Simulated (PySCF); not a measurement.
NMR data simulated for an unnamed compound:

$^{1}$H NMR (500 MHz, computed): δ 7.15 (m, 1H), 5.30 (m, 2H), 4.58 (m, 2H), 4.58 (m, 2H), 1.23 (m, 2H), 0.32 (t, 3H).

$^{13}$C{$^{1}$H} NMR (computed): δ 162.2 (C), 141.0 (CH), 89.3 (CH2), -7.0 (CH3).

[PySCF 2.14: shielding tensors at PBE0/pcSseg-1 (GIAO); GFN2-xTB structure; in vacuum; relativity neglected; equivalent nuclei averaged; one conformer]

Scale: $^{1}$H (σref 31.72) and $^{13}$C (σref 186.93) vs TMS (reference shieldings calculated alike).

Task: Which of these does the molecule contain: a non-aromatic C=C double bond, a methoxy group, a Si–H bond, a carboxylic acid, a Si–CH3 group, a vinyl group CH=CH2?

Result: 
- A non-aromatic C=C double bond: yes.
- A methoxy group: no.
- A Si–H bond: yes (δH 4.58 (m)).
- A carboxylic acid: no.
- A Si–CH3 group: yes (δC -7.0; δH 0.32 (t)).
- A vinyl group CH=CH2: no.

The data belong to SMILES C[SiH2]/C=C(/CF)[SiH2]P, C₄H₁₂FPSi₂; they needn't prove each group on their own.

Carbon signals by region: 1 in the far downfield region (above 160 ppm), 1 in the sp2 and nitrile region (100–160 ppm), 1 at 50–100 ppm, 1 below 50 ppm. Above 160 ppm: 162.2, fully substituted alkene carbon.

Splittings by $^{19}$F and $^{31}$P in the carbon and heteronuclear signals aren't shown, as no couplings were computed. Shifts are as computed. Against solution values, carbons near 30 ppm lie about +3 ppm off and those near 130 ppm about +5 ppm. Of 1211 compounds with measured shifts, 218 miss one by over three times the rms of a fit or turn the order of signals round; such compounds aren't used in these exercises. Multiplicities follow the n + 1 count of equivalent neighbours, as no J values were calculated; m marks all less simple cases, F and P coupling included.
